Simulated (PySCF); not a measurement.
SMILES C(C(OC(C)=O)C)O[CH2], doublet (GFN2-xTB optimised geometry):

```
20

C      2.798    -0.352    -3.089
O      1.756    -0.535    -2.232
C      2.098    -0.701    -0.879
C      0.821    -0.908    -0.067
C      1.112    -1.417     1.340
O      0.157     0.358     0.000
C     -1.181     0.358     0.000
C     -1.710     1.768     0.000
O     -1.855    -0.636    -0.008
H      2.507    -0.337    -4.119
H      3.787    -0.653    -2.790
H      2.757    -1.574    -0.758
H      2.623     0.189    -0.506
H      0.162    -1.610    -0.595
H      1.600    -2.385     1.295
H      0.178    -1.521     1.887
H      1.753    -0.714     1.867
H     -2.757     1.767     0.286
H     -1.613     2.173    -1.005
H     -1.125     2.385     0.676
```

Computed with unrestricted PBE0/def2-SVP (PySCF).

**Question.** What are the frontier orbital energies (α orbitals alone; a β orbital can be the lowest empty one) and the dipole moment?

**Answer.** HOMO-2 -8.57 eV, HOMO-1 -7.78 eV, HOMO -5.16 eV, LUMO 0.62 eV, LUMO+1 1.87 eV; dipole moment 2.40 D.

Meta-Löwdin charges at PBE0/def2-SVP: C1 -0.12, O2 -0.31, C3 0.03, C4 0.14, C5 -0.31, O6 -0.36, C7 0.51, C8 -0.34, O9 -0.45, H10 0.12, H11 0.09, H12 0.09, H13 0.10, H14 0.11, H15 0.11, H16 0.12, H17 0.10, H18 0.12, H19 0.13, H20 0.12.
